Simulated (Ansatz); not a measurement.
The cluster Si₃Sn⁻. Charge -1, multiplicity 2. Geometry r2SCAN-D4/def2-SVPD; atoms count from 1.

Cartesian coordinates in Å:
```
Si -0.406 0.867 -0.717
Si -1.068 -1.289 -1.203
Si 0.316 -0.975 0.616
Sn 1.158 1.397 1.304
```

In the def2 sets Sn takes a core potential; there is no spin–orbit coupling. The structure comes from a short search, and lower isomers may exist.

Estimate the Mulliken populations from the PBE0/def2-TZVPD orbitals of Ansatz.


| atom | charge (e) | spin (α − β) |
| --- | --- | --- |
| Si1 | -0.25 | -0.13 |
| Si2 | -0.36 | 0.45 |
| Si3 | -0.25 | -0.13 |
| Sn4 | -0.13 | 0.81 |
Mulliken values and Mayer orders depend strongly on the basis. With diffuse functions, as here, like atoms can get unlike values, and bond orders can come out too low or too high.

Where does the spin sit?

Summed by element: Si 0.19, Sn 0.81, of 1 unpaired in all. Largest on single atoms: Sn4 0.81, Si2 0.45, Si3 -0.13.

And the Mayer bond orders between bonded heavy atoms (over 0.3)?

Si1–Si2 0.99 (2.31 Å); Si1–Si3 1.15 (2.39 Å); Si1–Sn4 0.88 (2.61 Å); Si2–Si3 0.99 (2.31 Å); Si3–Sn4 0.88 (2.61 Å). Values over 0.3 also appear between atoms too far apart for a bond (Si2–Sn4 0.42 at 4.30 Å); they arise where an orbital or an unpaired electron spreads over both atoms.
